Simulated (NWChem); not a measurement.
All runs are NWChem calculations. System: BeF₂, charge 0, spin multiplicity 1, at a geometry optimised with B3LYP/def2-SVP. The structure started from a generated list of species. Level: RHF/cc-pVDZ.

Input file:

```
start mol
memory heap 200 mb stack 900 mb global 1100 mb
geometry units angstroms nocenter noautoz
  Be     0.000000     0.000000     0.000000
  F      0.000000     0.000000     1.386504
  F      0.000000     0.000000    -1.386504
  symmetry group D2h
end
basis spherical
  * library cc-pvdz
end
scf
  rhf
  nopen 0
  maxiter 100
  thresh 1e-7
  semidirect memsize 60000000 filesize 0
end
task scf energy
```

NWChem printed:

```
             Northwest Computational Chemistry Package (NWChem) 7.3.0
             --------------------------------------------------------

                                NWChem Input Module
                                -------------------

 Scaling coordinates for geometry "geometry" by  1.889725989
 (inverse scale =  0.529177249)

 Turning off AUTOSYM since
 SYMMETRY directive was detected!

                             Geometry "geometry" -> ""
                             -------------------------

 Output coordinates in angstroms (scale by  1.889725989 to convert to a.u.)

  No.       Tag          Charge          X              Y              Z
 ---- ---------------- ---------- -------------- -------------- --------------
    1 Be                   4.0000     0.00000000     0.00000000     0.00000000
    2 F                    9.0000     0.00000000     0.00000000     1.38650400
    3 F                    9.0000     0.00000000     0.00000000    -1.38650400

 Effective nuclear repulsion energy (a.u.)      42.9370852969

            Nuclear Dipole moment (a.u.)
            ----------------------------
        X                 Y               Z
 ---------------- ---------------- ----------------
     0.0000000000     0.0000000000     0.0000000000

      Symmetry information
      --------------------

 Group name             D2h
 Group number             26
 Group order               8
 No. of unique centers     2

      Symmetry unique atoms

     1    2


 Summary of "ao basis" -> "" (spherical)
 ------------------------------------------------------------------------------
       Tag                 Description            Shells   Functions and Types
 ---------------- ------------------------------  ------  ---------------------
 *                          cc-pvdz                   on all atoms

 Summary of "ao basis" -> "ao basis" (spherical)
 ------------------------------------------------------------------------------
       Tag                 Description            Shells   Functions and Types
 ---------------- ------------------------------  ------  ---------------------
 Be                         cc-pvdz                  6       14   3s2p1d
 F                          cc-pvdz                  6       14   3s2p1d

                                 NWChem SCF Module
                                 -----------------

  ao basis        = "ao basis"
  functions       =    42
  atoms           =     3
  closed shells   =    11
  open shells     =     0
  charge          =   0.00
  wavefunction    = RHF
  use symmetry    = T
  symmetry adapt  = T

 Summary of "ao basis" -> "ao basis" (spherical)
 ------------------------------------------------------------------------------
       Tag                 Description            Shells   Functions and Types
 ---------------- ------------------------------  ------  ---------------------
 Be                         cc-pvdz                  6       14   3s2p1d
 F                          cc-pvdz                  6       14   3s2p1d

      Symmetry analysis of basis
      --------------------------

        ag         12
        au          1
        b1g         2
        b1u         9
        b2g         4
        b2u         5
        b3g         4
        b3u         5

 Forming initial guess at       0.1s

      Superposition of Atomic Density Guess
      -------------------------------------

 Sum of atomic energies:        -213.34007000

      Non-variational initial energy
      ------------------------------
[...]
 ----------------------------------------------
         Quadratically convergent ROHF

 Convergence threshold     :          1.000E-07
 Maximum no. of iterations :          100
 Final Fock-matrix accuracy:          1.000E-09
 ----------------------------------------------

              iter       energy          gnorm     gmax       time
             ----- ------------------- --------- --------- --------
                 1     -213.6104057664  1.15D+00  4.11D-01      0.3
                 2     -213.6748088997  2.19D-01  1.12D-01      0.3
                 3     -213.6788537182  4.81D-02  1.89D-02      0.3
                 4     -213.6791301281  1.44D-03  8.39D-04      0.4
                 5     -213.6791302766  3.12D-07  1.78D-07      0.4
                 6     -213.6791302766  4.19D-09  1.42D-09      0.4

       Final RHF  results
       ------------------

         Total SCF energy =   -213.679130276586
      One-electron energy =   -384.422236524185
      Two-electron energy =    127.806020950719
 Nuclear repulsion energy =     42.937085296881

        Time for solution =      0.1s

       Symmetry analysis of molecular orbitals - final
       -----------------------------------------------

  Numbering of irreducible representations:

     1 ag          2 au          3 b1g         4 b1u         5 b2g
     6 b2u         7 b3g         8 b3u

  Orbital symmetries:

     1 ag          2 b1u         3 ag          4 b1u         5 ag
     6 b1u         7 ag          8 b3u         9 b2u        10 b2g
    11 b3g        12 ag         13 b3u        14 b2u        15 b1u
    16 b2u        17 b3u        18 ag         19 ag         20 b1g
    21 b2g

             Final eigenvalues
             -----------------

              1
    1  -26.2817
    2  -26.2817
    3   -4.7537
    4   -1.5710
    5   -1.5643
    6   -0.6973
    7   -0.6880
    8   -0.6533
    9   -0.6533
   10   -0.6304
   11   -0.6304
   12    0.0857
   13    0.1268
   14    0.1268
   15    0.2136
   16    0.3513
   17    0.3513
   18    0.4413
   19    0.6154
   20    0.6154
   21    0.8551

                       ROHF Final Molecular Orbital Analysis
                       -------------------------------------

 Vector    9  Occ=2.000000D+00  E=-6.533159D-01  Symmetry=b2u
              MO Center=  5.2D-38, -1.6D-20,  2.3D-17, r^2= 2.3D+00
   Bfn.  Coefficient  Atom+Function         Bfn.  Coefficient  Atom+Function
  ----- ------------  ---------------      ----- ------------  ---------------
    19      0.443610  2 F  py                33      0.443610  3 F  py
    22      0.311824  2 F  py                36      0.311824  3 F  py
     5      0.152515  1 Be py

 Vector   10  Occ=2.000000D+00  E=-6.303727D-01  Symmetry=b2g
              MO Center=  7.7D-18, -5.6D-34,  7.0D-17, r^2= 2.3D+00
   Bfn.  Coefficient  Atom+Function         Bfn.  Coefficient  Atom+Function
  ----- ------------  ---------------      ----- ------------  ---------------
    18      0.460908  2 F  px                32     -0.460908  3 F  px
    21      0.316138  2 F  px                35     -0.316138  3 F  px

 Vector   11  Occ=2.000000D+00  E=-6.303727D-01  Symmetry=b3g
              MO Center= -1.0D-36,  7.0D-21,  6.6D-17, r^2= 2.3D+00
   Bfn.  Coefficient  Atom+Function         Bfn.  Coefficient  Atom+Function
  ----- ------------  ---------------      ----- ------------  ---------------
    19      0.460908  2 F  py                33     -0.460908  3 F  py
    22      0.316138  2 F  py                36     -0.316138  3 F  py

 Vector   12  Occ=0.000000D+00  E= 8.569644D-02  Symmetry=ag
              MO Center=  2.6D-16, -5.1D-16, -4.0D-16, r^2= 4.5D+00
   Bfn.  Coefficient  Atom+Function         Bfn.  Coefficient  Atom+Function
  ----- ------------  ---------------      ----- ------------  ---------------
     3      1.271258  1 Be s                  2     -0.236930  1 Be s
     1     -0.221289  1 Be s                 17     -0.219658  2 F  s
    31     -0.219658  3 F  s

 Vector   13  Occ=0.000000D+00  E= 1.268416D-01  Symmetry=b3u
              MO Center= -9.1D-17,  1.6D-34, -3.2D-18, r^2= 5.5D+00
   Bfn.  Coefficient  Atom+Function         Bfn.  Coefficient  Atom+Function
  ----- ------------  ---------------      ----- ------------  ---------------
     7      0.973511  1 Be px                21     -0.195100  2 F  px
    35     -0.195100  3 F  px                18     -0.151662  2 F  px
    32     -0.151662  3 F  px

 Vector   14  Occ=0.000000D+00  E= 1.268416D-01  Symmetry=b2u
              MO Center=  1.3D-33,  5.7D-16,  8.5D-18, r^2= 5.5D+00
   Bfn.  Coefficient  Atom+Function         Bfn.  Coefficient  Atom+Function
  ----- ------------  ---------------      ----- ------------  ---------------
     8      0.973511  1 Be py                22     -0.195100  2 F  py
    36     -0.195100  3 F  py                19     -0.151662  2 F  py
    33     -0.151662  3 F  py

 center of mass
 --------------
 x =   0.00000000 y =   0.00000000 z =   0.00000000

 moments of inertia (a.u.)
 ------------------
         260.847661802334           0.000000000000           0.000000000000
           0.000000000000         260.847661802334           0.000000000000
           0.000000000000           0.000000000000           0.000000000000

  Mulliken analysis of the total density
  --------------------------------------

    Atom       Charge   Shell Charges
 -----------   ------   -------------------------------------------------------
    1 Be   4     3.23   2.01  0.25  0.00  0.66  0.07  0.23
    2 F    9     9.39   2.00  0.89  1.00  3.34  2.15  0.00
    3 F    9     9.39   2.00  0.89  1.00  3.34  2.15  0.00

       Multipole analysis of the density wrt the origin
       ------------------------------------------------

     L   x y z        total         open         nuclear
     -   - - -        -----         ----         -------
     0   0 0 0     -0.000000      0.000000     22.000000

     1   1 0 0     -0.000000      0.000000      0.000000
     1   0 1 0     -0.000000      0.000000      0.000000
     1   0 0 1     -0.000000      0.000000      0.000000

     2   2 0 0     -9.314166      0.000000      0.000000
     2   1 1 0     -0.000000      0.000000      0.000000
     2   1 0 1     -0.000000      0.000000      0.000000
     2   0 2 0     -9.314166      0.000000      0.000000
     2   0 1 1      0.000000      0.000000      0.000000
     2   0 0 2    -16.429592      0.000000    123.569825

 Task  times  cpu:        0.4s     wall:        0.4s

 Total times  cpu:        0.5s     wall:        0.5s
```
